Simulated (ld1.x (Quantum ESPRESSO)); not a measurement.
**Before and after: RRKJ potential for argon (Ar)**

* Element: argon (Ar)
* Generator: ld1.x (Quantum ESPRESSO) 7.5
* Type: norm-conserving RRKJ (Kleinman–Bylander form)
* Functional: PBE
* Relativity: scalar-relativistic
* Frozen core: [Ne]
* Valence charge: 8
* Reference configuration: 3s2 3p4.5 (charge +1.5)
* Partial waves: 3s (bound): rc 1.00 bohr; 3p (bound): rc 1.35 bohr
* Local potential: all-electron potential smoothed inside 1.05 bohr (lloc = -2)
* Core correction: none

All-electron outer shells of the reference configuration (PBE, scalar-relativistic, ld1.x):

```
shell  level (eV)  outermost node (bohr)  outermost maximum (bohr)
   3s      -43.46                   0.51                      1.16
   3p      -28.61                   0.49                      1.25
```

Change: all radii scaled by about 1.06 (s 1.06, p 1.42 bohr); local potential all-electron potential smoothed inside 1.10 bohr (lloc = -2).

Cutoffs: the cutoffs (Ry, on a coarse ladder) from which the occupation-weighted sum of valence levels, in a spherical-Bessel basis at the reference potential, stays within 10 and 1 mRy of its value at 400 Ry; they do not see the model core or the augmentation charge, which bear on the density cutoff. Errors are all-electron minus pseudo energies relative to the spin-unpolarised reference configuration.

Q: Predict the effect on cutoff, ghosts and configuration errors.

A: The potential gets softer (70 Ry and 90 Ry → 55 Ry and 70 Ry); of the 7 tests that both files solve, the error grows in 0 and shrinks in 1 by more than 15 % and 0.3 meV (median size 9.9 → 9.3 meV); neither file shows a bound ghost. A larger radius leaves more room for a smooth pseudo-wave, so fewer plane waves are needed.

| quantity | base | changed |
| --- | --- | --- |
| cutoff, loose | 70 Ry | 55 Ry |
| cutoff, tight | 90 Ry | 70 Ry |
| loose cutoff by channel (10 mRy a level) | s 50 Ry, p 45 Ry | s 35 Ry, p 40 Ry |
| bound ghosts | none | none |
| error for 3s2 3p6, meV [ΔE -28.72 eV] | +17 | +16 |
| error for 3s2 3p5, meV [ΔE -12.67 eV] | +3.6 | +3.4 |
| error for 3s2 3p4, meV [ΔE 15.99 eV] | +2.2 | +1.9 |
| error for 3s2 3p3, meV [ΔE 58.58 eV] | +40 | +37 |
| error for 3s2 3p2, meV [ΔE 116.21 eV] | +162 | +149 |
| error for 3s2 3p5.5, meV [ΔE -22.18 eV] | +9.9 | +9.3 |
| error for 3s1 3p6, meV [ΔE 1.95 eV] | +3.0 | +1.7 |
